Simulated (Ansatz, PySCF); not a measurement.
This PySCF input computes a PBE0/def2-TZVPD energy:

```python
from pyscf import gto, scf, dft

mol = gto.M(
    atom='''
    B    -0.00000000   -0.00000000   -1.33023868
    Cl    0.00000000    0.00000000    0.39124667
    ''',
    basis='def2-tzvpd',
    charge=0,
    spin=0,
    verbose=4,
)

mf = dft.RKS(mol, xc='pbe0').density_fit(auxbasis='def2-universal-jkfit')
mf.grids.level = 3
mf.conv_tol = 1e-9
mf.max_cycle = 100
mf.max_memory = 1500
mf.kernel()
if not mf.converged:
    mf = mf.newton()
    mf.kernel(mf.make_rdm1())
mf.analyze()
```

Write an input for the same energy in Ansatz (an electronic-structure program) and say what it gives.


Ansatz 0.2 input:
```yaml
crystal:
  periodic: [false, false, false]
  atoms:
    - {symbol: B, position_ang: [-0.00000000, -0.00000000, -1.33023868]}
    - {symbol: Cl, position_ang: [0.00000000, 0.00000000, 0.39124667]}
basis:
  gaussian:
    orbitals: def2-TZVPD
hamiltonian:
  xc: {name: PBE0}
output: {forces: true}
```
It gives -484.81186 Eh, and PySCF -484.81188 Eh, a difference of 0.02 mEh, from the treatment of integrals and grids.
